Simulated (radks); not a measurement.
The mean radii <r> (bohr) of the occupied orbitals of an atom or ion are listed with their occupations. All-electron calculation, scalar-relativistic Kohn-Sham, r2SCAN, spin-polarised, spherical densities, finite nucleus; meta-GGA in the generalised Kohn-Sham scheme; Fermi nuclear charge, rms radius of each element as measured or else 0.836 A^(1/3) + 0.57 fm. Program: a radial shooting solver on a logarithmic mesh with Libxc functionals.

orbital  occ.     <r>
1s up       1  0.2274
1s down     1  0.2277
2s up       1   1.049

Name the element and its charge. Open shells, if any, are filled with parallel spins first.

Answer. Z = 7, nitrogen, charge +4: N4+ in [He] 2s1. The 1s radius gives Z: for a bare nucleus <r> = (2 gamma + 1)/(2Z) with gamma = sqrt(1 - (Z/c)^2), 0.2141 bohr for Z = 7, and screening makes it slightly larger (0.2274 here). The occupations add up to 3, and the charge is Z minus that.
